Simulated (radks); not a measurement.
The numbers below are computed, except where a source is named.
Species: the platinum ion Pt6+. Configuration: [Kr] 4d10 4f14 5s1 5p6 5d5 (not the ground configuration). Code: a radial shooting solver on a logarithmic mesh with Libxc functionals. Model: scalar-relativistic Kohn-Sham, r2SCAN, spin-unpolarised, spherical densities, finite nucleus; meta-GGA in the generalised Kohn-Sham scheme; Fermi nuclear charge, rms radius 5.427 fm.

Local quantities along the radius. ELF = 1/(1 + alpha^2) is the electron localisation function; alpha = (tau - tau_W)/tau_unif compares the Pauli kinetic energy density with that of the uniform gas; -r V(r) is the screened charge that the Kohn-Sham potential presents (atomic units); 4 pi r^2 rho is in e/bohr. tau is taken from the large components.

r (bohr)	ELF	alpha	-r V(r)	4 pi r^2 rho
0.0006419	1.000	0.02145	77.75	4.977
0.0008493	1.000	0.02226	77.64	7.647
0.001124	0.999	0.02363	77.51	11.62
0.001487	0.999	0.02581	77.33	17.40
0.001967	0.999	0.02921	77.09	25.57
0.002603	0.999	0.03455	76.77	36.66
0.003444	0.998	0.04320	76.36	50.88
0.004521	0.997	0.05737	75.84	67.18
0.005981	0.993	0.08365	75.15	84.70
0.007914	0.982	0.1355	74.27	99.55
0.01047	0.942	0.2472	73.16	107.4
0.01385	0.801	0.4992	71.73	105.8
0.01833	0.505	0.9908	69.84	98.37
0.02426	0.334	1.413	67.67	96.46
0.03209	0.446	1.114	65.02	111.2
0.04246	0.682	0.6833	61.92	136.3
0.05618	0.731	0.6072	58.14	145.0
0.07434	0.509	0.9825	53.69	125.6
0.09836	0.351	1.360	48.65	113.2
0.1291	0.593	0.8286	43.65	130.1
0.1708	0.710	0.6388	37.92	126.9
0.226	0.380	1.277	31.82	84.91
0.2991	0.375	1.290	26.05	75.21
0.3957	0.704	0.6485	20.68	86.87
0.5236	0.622	0.7796	15.89	60.99
0.6927	0.321	1.456	12.23	29.98
0.9166	0.446	1.114	9.904	19.39
1.213	0.611	0.7977	8.311	12.55
1.605	0.394	1.240	7.194	4.992
2.123	0.089	3.199	6.534	1.076
2.809	0.006	12.67	6.295	0.1095
3.717	0.000	95.53	6.096	0.003952

On this mesh the ELF has minima near r = 0.024, 0.098, 0.26, 0.79 bohr, which separate the shells, and maxima near 0.049 (0.74), 0.17 (0.71), 0.46 (0.71), 1.2 (0.61).

Self-consistent cycle (total energy in hartree, residual of the potential): 1: -18338.97344, 3e+01; 2: -18384.21392, 1e+01; 3: -18398.35699, 2e+00; 4: -18398.62581, 2e+00; 5: -18398.91551, 7e-02; 6: -18398.93321, 2e-02; 7: -18398.93336, 2e-02; 8: -18398.93343, 5e-04; 9: -18398.93343, 5e-06.
